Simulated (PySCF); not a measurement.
C3H8BF, singlet, at a GFN2-xTB geometry, with bond 9-7 at 1.4 times its length; CASSCF(2,4)/STO-3G in PySCF.

PySCF was given this input:
```python
from pyscf import gto, scf, mcscf
import numpy

mol = gto.M(
    atom='''
B     0.251604    0.212204    0.442066
F     0.596834   -0.992816    0.873504
C     0.711832    1.451006    1.307761
H     1.797667    1.472801    1.388779
H     0.339506    1.362457    2.327173
H     0.385345    2.407055    0.911113
C    -0.592323    0.334436   -0.895439
C    -0.893672   -0.991231   -1.598887
H     0.137412    1.263871   -1.869760
H    -1.535925    0.842229   -0.673282
H    -1.450244   -1.652423   -0.939165
H     0.030929   -1.492378   -1.875013
H    -1.480734   -0.828999   -2.500696
''',
    basis='sto-3g',
    charge=0,
    spin=0,
    verbose=4,
)

mf = scf.RHF(mol)
mf.kernel()
mc = mcscf.CASSCF(mf, 4, 2)
mc.fix_spin_(ss=0.0)
mc.kernel()
occ = numpy.linalg.eigvalsh(mc.fcisolver.make_rdm1(mc.ci, mc.ncas, mc.nelecas))[::-1]
ss = mc.fcisolver.spin_square(mc.ci, mc.ncas, mc.nelecas)[0]
print('natural occupations', occ.round(4), ' <S^2>', round(ss, 4))
```

Problem. What does PySCF print? Leave out banner, timings and long lists.

Solution. 
```
PySCF version 2.14.0

[INPUT] verbose = 4
[INPUT] num. atoms = 13
[INPUT] num. electrons = 40
[INPUT] charge = 0
[INPUT] spin (= nelec alpha-beta = 2S) = 0
[INPUT] symmetry False subgroup None
[INPUT] Mole.unit = angstrom
[INPUT] Symbol           X                Y                Z      unit          X                Y                Z       unit  Magmom
[...]
nuclear repulsion = 165.057968633363
number of shells = 23
number of NR pGTOs = 99
number of NR cGTOs = 33
basis = sto-3g
ecp = {}

******** <class 'pyscf.scf.hf.RHF'> ********
method = RHF
initial guess = minao
damping factor = 0
level_shift factor = 0
DIIS = <class 'pyscf.scf.diis.CDIIS'>
diis_start_cycle = 1
diis_space = 8
diis_damp = 0
SCF conv_tol = 1e-09
SCF conv_tol_grad = None
SCF max_cycles = 50
direct_scf = True
direct_scf_tol = 1e-13
Set gradient conv threshold to 3.16228e-05
Initial guess from minao.
init E= -239.601913884923
[...]
cycle= 1 E= -239.212982958232  delta_E= 0.389  |g|= 0.404  |ddm|=    4
[...]
cycle= 2 E= -239.28094059297  delta_E= -0.068  |g|= 0.112  |ddm|= 0.728
[...]
cycle= 3 E= -239.285398032158  delta_E= -0.00446  |g|= 0.0277  |ddm|= 0.174
[...]
cycle= 4 E= -239.285778698706  delta_E= -0.000381  |g|= 0.00368  |ddm|= 0.0606
[...]
cycle= 5 E= -239.285784776522  delta_E= -6.08e-06  |g|= 0.00107  |ddm|= 0.00658
[...]
cycle= 6 E= -239.285785532086  delta_E= -7.56e-07  |g|= 0.00035  |ddm|= 0.00224
[...]
cycle= 7 E= -239.28578562447  delta_E= -9.24e-08  |g|= 8.49e-05  |ddm|= 0.000879
[...]
cycle= 8 E= -239.285785630514  delta_E= -6.04e-09  |g|= 1.81e-05  |ddm|= 0.00023
[...]
cycle= 9 E= -239.28578563083  delta_E= -3.17e-10  |g|= 3.13e-06  |ddm|= 5.83e-05
[...]
Extra cycle  E= -239.285785630838  delta_E= -7.79e-12  |g|= 1.3e-06  |ddm|= 5.93e-06
converged SCF energy = -239.285785630838

******** <class 'pyscf.mcscf.mc1step.CASSCF'> ********
CAS (1e+1e, 4o), ncore = 19, nvir = 10
max_cycle_macro = 50
max_cycle_micro = 4
conv_tol = 1e-07
conv_tol_grad = None
orbital rotation max_stepsize = 0.02
orbital rotation threshold for CI restart = 0.01
augmented hessian ah_max_cycle = 30
augmented hessian ah_conv_tol = 1e-12
augmented hessian ah_linear dependence = 1e-14
augmented hessian ah_level shift = 1e-08
augmented hessian ah_start_tol = 2.5
augmented hessian ah_start_cycle = 3
augmented hessian ah_grad_trust_region = 3
kf_trust_region = 3
kf_interval = 4
ci_response_space = 4
ci_grad_trust_region = 3
with_dep4 0
natorb = False
canonicalization = True
sorting_mo_energy = False
[...]
CASCI E = -239.292132341967  S^2 = 0.0000000
[...]
macro iter   2 ( 21 JK    4 micro), CASSCF E = -239.320926571411  dE = -1.03751377e-02  S^2 = 0.0000000
               |grad[o]|=0.0297  |grad[c]|=0.0315  |ddm|=0.0361  |maxRot[o]|=0.193
macro iter   3 ( 21 JK    4 micro), CASSCF E = -239.325089797262  dE = -4.16322585e-03  S^2 = 0.0000000
               |grad[o]|=0.0193  |grad[c]|=0.0142  |ddm|=0.0169  |maxRot[o]|=0.191
macro iter   4 ( 20 JK    4 micro), CASSCF E = -239.325713248028  dE = -6.23450766e-04  S^2 = 0.0000000
               |grad[o]|=0.00744  |grad[c]|=0.00247  |ddm|=0.00229  |maxRot[o]|=0.265
macro iter   5 ( 21 JK    4 micro), CASSCF E = -239.325767626725  dE = -5.43786975e-05  S^2 = 0.0000000
               |grad[o]|=0.00175  |grad[c]|=0.000339  |ddm|=0.00039  |maxRot[o]|=0.261
macro iter   6 ( 20 JK    4 micro), CASSCF E = -239.325778745696  dE = -1.11189709e-05  S^2 = 0.0000000
               |grad[o]|=0.000669  |grad[c]|=0.000161  |ddm|=0.000178  |maxRot[o]|=0.109
macro iter   7 (  6 JK    1 micro), CASSCF E = -239.325778915454  dE = -1.69757925e-07  S^2 = 0.0000000
               |grad[o]|=0.000131  |grad[c]|=3.25e-05  |ddm|=1.94e-05  |maxRot[o]|=0.0217
macro iter   8 (  6 JK    1 micro), CASSCF E = -239.325779323585  dE = -4.08130660e-07  S^2 = 0.0000000
               |grad[o]|=0.000111  |grad[c]|=0.000107  |ddm|=3.25e-05  |maxRot[o]|=0.0311
macro iter   9 ( 12 JK    2 micro), CASSCF E = -239.325779665561  dE = -3.41976602e-07  S^2 = 0.0000000
               |grad[o]|=0.000247  |grad[c]|=1.69e-05  |ddm|=3.73e-05  |maxRot[o]|=0.0331
macro iter  10 (  6 JK    1 micro), CASSCF E = -239.325779725794  dE = -6.02327930e-08  S^2 = 0.0000000
               |grad[o]|=6.02e-05  |grad[c]|=3.89e-05  |ddm|=2.66e-05  |maxRot[o]|=0.0128
macro iter  11 (  6 JK    1 micro), CASSCF E = -239.325779776117  dE = -5.03231945e-08  S^2 = 0.0000000
               |grad[o]|=7.74e-05  |grad[c]|=3.79e-05  |ddm|=4.54e-06  |maxRot[o]|=0.0131
macro iter  12 (  1 JK    1 micro), CASSCF E = -239.325779776119  dE = -1.22213351e-12  S^2 = 0.0000000
               |grad[o]|=2.29e-05  |grad[c]|=1.31e-06  |ddm|=9.93e-07  |maxRot[o]|=    0
1-step CASSCF converged in  12 macro (161 JK  31 micro) steps
CASSCF canonicalization
Density matrix diagonal elements [1.91343157e+00 2.52064443e-02 6.10340855e-02 3.27902714e-04]
CASSCF energy = -239.325779776119
CASCI E = -239.325779776119  E(CI) = -1.40937592099252  S^2 = 0.0000000
natural occupations [1.9135e+00 8.6200e-02 1.0000e-04 1.0000e-04]  <S^2> 0.0
```
